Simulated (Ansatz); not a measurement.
System: Si2H4, charge 0, triplet. Si2H4 (SMILES [SiH][SiH3], triplet).
B3LYP-D3(BJ)/def2-TZVP minimum from Ansatz (a program for electronic structure):
```
Si
H 1 1.4804
H 1 1.4844 2 109.21
H 1 1.4844 2 109.21 3 118.63
Si 1 2.3277 2 107.05 3 -120.69
H 5 1.4907 1 121.55 2 180.00
```
Charge 0, spin multiplicity 3.

Total energies in hartree (Ansatz). Radicals and triplets start from unrestricted determinants; spin-orbit coupling is neglected. Correlated methods leave the cores frozen. No relativity. For partners of very few electrons the exact lower level stands in for a higher one. The spin of H4Si2 ([SiH][SiH3], triplet) was assumed, and the state is the lowest solution found for it.

| species | HF/cc-pV(T+d)Z | CCSD(T)/cc-pV(T+d)Z | HF/cc-pV(Q+d)Z | CCSD(T)/cc-pV(Q+d)Z | CCSDT(Q)/cc-pV(T+d)Z |
|---|---|---|---|---|---|
| 1: Si2H4 (SMILES [SiH][SiH3], triplet) | -580.14937 | -580.41280 | -580.15566 | -580.43243 | -580.41475 |
| 2: Si (triplet) | -288.85649 | -288.93344 | -288.85845 | -288.93781 | -288.93426 |
| 3: H (doublet) | -0.49981 | -0.49981 | -0.49995 | -0.49995 | -0.49981 |

Problem. Work out the atomisation energy (electronic, to ground-state atoms) in kcal/mol: take Hartree-Fock from cc-pV(Q+d)Z, extrapolate the CCSD(T) correlation energy as X^-3 (X = 3, 4), and add CCSDT(Q) - CCSD(T) in cc-pV(T+d)Z. 1 hartree = 627.51 kcal/mol.

Solution. 
Species 1: correlation (64·(-0.27677) - 27·(-0.26343))/37 = -0.28650; step -0.00195; E1 = -580.15566 + (-0.28650) + (-0.00195) = -580.44411
Species 2: correlation (64·(-0.07936) - 27·(-0.07695))/37 = -0.08112; step -0.00082; E2 = -288.85845 + (-0.08112) + (-0.00082) = -288.94039
Species 3: correlation (64·(0.00000) - 27·(0.00000))/37 = 0.00000; step +0.00000; E3 = -0.49995 + (0.00000) + (+0.00000) = -0.49995
-1·E1 +2·E2 +4·E3 = 0.56353 hartree = 353.6 kcal/mol.
